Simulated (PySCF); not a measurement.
(silylamino)silyloxymethane (CH₉NOSi₂), SMILES CO[SiH2]N[SiH3]. Atoms are numbered in the order given.

```xyz
14

C      2.6569     1.1823     0.0391
O      1.4009     0.6892     0.4339
Si     0.6855    -0.6484    -0.2568
N     -0.9103    -0.8546     0.3607
Si    -2.3112     0.0808    -0.0892
H      2.6922     1.4027    -1.0451
H      2.8596     2.1178     0.5835
H      3.4708     0.4691     0.2701
H      1.4826    -1.8682     0.0686
H      0.6269    -0.4391    -1.7330
H     -0.9916    -1.4337     1.1926
H     -2.7014     1.0826     0.9479
H     -3.4921    -0.8036    -0.3206
H     -1.9632     0.7940    -1.3499
```
Charge 0, spin multiplicity 1.

Geometry optimised at ωB97X-D3(BJ)/def2-SVP. One conformer was computed; it need not be the lowest.

The numbers are results of PBE/def2-TZVP (PySCF), not measurements.

ESP charges are fitted to the potential on shells at 1.4 to 2.0 van der Waals radii. Atomic charges (e):

```
atom  Mulliken  ESP fit  meta-Löwdin
----  --------  -------  -----------
C1       -0.22    -0.28        -0.13
O2       -0.29    -0.21            …
Si3       0.37     0.42            …
N4       -0.44    -0.66            …
Si5       0.21     0.28         0.56
H6        0.11     0.11            …
H7        0.13     0.13            …
H8        0.11     0.11            …
H9       -0.05    -0.09        -0.12
H10      -0.05    -0.06        -0.13
H11       0.21     0.38         0.25
H12      -0.03    -0.06        -0.10
H13      -0.04    -0.06        -0.10
H14      -0.02    -0.02        -0.08
```

Some entries are withheld; supply them. (The exact figures need the calculation; the answer reports its results.)


- O2, meta-Löwdin: -0.60
- Si3, meta-Löwdin: 0.90
- N4, meta-Löwdin: -0.76
- H6, meta-Löwdin: 0.10
- H7, meta-Löwdin: 0.12
- H8, meta-Löwdin: 0.10

Computed Mayer and Wiberg (Löwdin basis) orders of the bonds:
```
bond     Mayer  Wiberg
-------  -----  ------
C1–O2     0.99    1.55
O2–Si3    1.17    1.55
Si3–N4    1.19    1.45
N4–Si5    1.12    1.43
C1–H6     0.96    0.94
C1–H7     0.96    0.94
C1–H8     0.96    0.94
Si3–H9    0.91    0.92
Si3–H10   0.92    0.91
N4–H11    0.89    0.88
Si5–H12   0.93    0.96
Si5–H13   0.94    0.96
Si5–H14   0.95    0.95
```
